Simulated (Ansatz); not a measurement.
```yaml
crystal:
  periodic: [false, false, false]
  atoms:
    - {symbol: C, position_ang: [1.815569, -4.119096, -0.443878]}
    - {symbol: O, position_ang: [-0.004355, -2.231446, -0.261999]}
    - {symbol: Zr, position_ang: [-2.432802, 0.360049, 0.215241]}
    - {symbol: O, position_ang: [-5.175309, -0.713672, 2.282476]}
    - {symbol: Cl, position_ang: [-3.818440, 1.721929, -3.839889]}
    - {symbol: S, position_ang: [-0.353886, 3.821418, 2.397396]}
    - {symbol: C, position_ang: [1.981722, 4.128782, -0.123287]}
    - {symbol: H, position_ang: [2.304498, -4.447644, -2.426260]}
    - {symbol: H, position_ang: [3.526910, -3.567043, 0.578575]}
    - {symbol: H, position_ang: [1.107199, -5.887015, 0.362390]}
    - {symbol: H, position_ang: [-6.371290, -1.696318, 3.204181]}
    - {symbol: H, position_ang: [3.860065, 3.787724, 0.645783]}
    - {symbol: H, position_ang: [1.685419, 2.809634, -1.693252]}
    - {symbol: H, position_ang: [1.874699, 6.032678, -0.897476]}
basis:
  gaussian: {orbitals: cc-pVTZ-DK}
hamiltonian: {xc: {name: B2GP-PLYP}}
output: {forces: true}
```

```sh
$ ansatz run in.yaml --threads 2 --pin off --events-out ev --progress --plain --max-ram 20480MiB --backend cuda --devices 0, --max-vram 18GiB
```

Shortened log:

```
Functional definition: B2GP-PLYP
2161 factors; integrals over basis functions are off by at most 8.3e-4 eV
mean field evaluation 1: about -127476.3959 eV, gradient 1.1e2 eV
mean field evaluation 2: about -127476.4309 eV, gradient 1.1e2 eV
mean field evaluation 4: about -126945.3760 eV, gradient 3.1e2 eV
mean field evaluation 8: about -127523.6310 eV, gradient 1.3e1 eV
mean field evaluation 16: about -127527.2887 eV, gradient 9.1e-1 eV
mean field evaluation 32: about -127527.3771 eV, gradient 5.7e-1 eV
mean field evaluation 64: about -127527.3897 eV, gradient 1.0e0 eV
mean field evaluation 96: about -127527.3938 eV, gradient 2.6e-2 eV
mean field -127527.40575154 eV, -4686.5457201890 hartree, gradient 3.3e-7 eV, S^2 0.000000; 14 other end points of the search recorded, 0 dependent functions left out; unrestricted orbitals would lower it
28 core orbitals not correlated: weight in the atoms' cores, before any rotation towards them, 1.000 or more for the frozen orbitals, at most 0.000 for the correlated occupied ones
reference -127527.40602161 eV, -4686.5457301136 hartree; 26, 26 occupied and 309, 309 virtual orbitals, 2161 factors
second order -57.10620752 eV of doubles, -0.00000000 eV of singles
Total energy: -127547.96425632 eV, -4687.3012313043 hartree
Relativity: scalar
Atom 0 at     1.815569    -4.119096    -0.443878 Å, force     1.280203    -1.037269    -0.058339 eV/Å
Atom 1 at    -0.004355    -2.231446    -0.261999 Å, force     0.341531    -0.540375     0.015640 eV/Å
Atom 2 at    -2.432802     0.360049     0.215241 Å, force     0.649258    -1.011542     0.282282 eV/Å
Atom 3 at    -5.175309    -0.713672     2.282476 Å, force    -3.988373    -1.971351     2.796738 eV/Å
Atom 4 at    -3.818440     1.721929    -3.839889 Å, force     0.020913    -0.172586     0.467145 eV/Å
Atom 5 at    -0.353886     3.821418     2.397396 Å, force     0.228006    -0.370677    -0.892958 eV/Å
Atom 6 at     1.981722     4.128782    -0.123287 Å, force     1.515654    -0.128667    -1.362485 eV/Å
Atom 7 at     2.304498    -4.447644    -2.426260 Å, force    -0.793834     0.562729     3.056097 eV/Å
Atom 8 at     3.526910    -3.567043     0.578575 Å, force    -2.783802    -0.865585    -1.652992 eV/Å
Atom 9 at     1.107199    -5.887015     0.362390 Å, force     0.977915     2.672939    -1.180393 eV/Å
Atom 10 at    -6.371290    -1.696318     3.204181 Å, force     4.662586     2.742083    -3.480761 eV/Å
Atom 11 at     3.860065     3.787724     0.645783 Å, force    -3.069637     0.560151    -1.536353 eV/Å
Atom 12 at     1.685419     2.809634    -1.693252 Å, force     0.687087     2.305306     2.582861 eV/Å
Atom 13 at     1.874699     6.032678    -0.897476 Å, force     0.272494    -2.745156     0.963519 eV/Å
Dipole moment:    -1.630250    -2.058874     1.257871 e Å
```

In this input the coordinates are in bohr but typed as ångström. The run converged. The result belongs to that input, not to the molecule as meant.
